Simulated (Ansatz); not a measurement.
Frontier orbitals of `C=C[N]([GeH3])[SiH2]Cl`.

```xyz
14

C    -1.237   -0.094   -1.834
C    -0.856   -0.660   -0.690
N    -0.036   -0.105    0.291
Ge    0.646    1.610    0.021
Si    0.507   -1.077    1.597
Cl    2.285   -2.041    1.191
H    -1.897   -0.629   -2.502
H    -0.917    0.895   -2.143
H    -1.215   -1.661   -0.456
H     1.515    1.889    1.252
H     1.478    1.631   -1.268
H    -0.531    2.588   -0.080
H    -0.501   -2.130    1.851
H     0.761   -0.216    2.771
```

Total charge 0; spin multiplicity 1. Correlated methods include outer-core shells of Ge, which these sets cover unevenly. Scalar relativity is left out up to krypton. All single points use the PBE0-D4/def2-TZVP geometry. It is one conformer, not always the lowest. Basis def2-TZVPP, Ansatz 0.2.0.

```tsv
functional	HOMO (eV)	LUMO (eV)	gap (eV)
LDA (SPW92)	-5.66	-0.99	4.67
PBE	-5.48	-0.72	4.76
BLYP	-5.31	-0.56	4.75
r2SCAN	-5.67	-0.45	5.22
PBE0	-6.56	0.17	6.73
r2SCANh	-6.08	-0.12	5.96
r2SCAN0	-6.70	0.35	7.05
LC-ωPBE	-9.17	2.39	11.56
ωB97M-V	-8.74	1.97	10.71
```

A quarter of exact exchange (PBE0) shifts PBE's HOMO by −1.08 eV and its LUMO by +0.89 eV; full exchange at long range (ωB97M-V) shifts them by −3.26 and +2.69 eV. The gap opens from 4.76 to 10.71 eV, since occupied levels lose self-interaction and empty ones feel all the electrons. A positive LUMO is unbound and depends on the basis.

LC-ωPBE has ω = 0.4 bohr⁻¹.
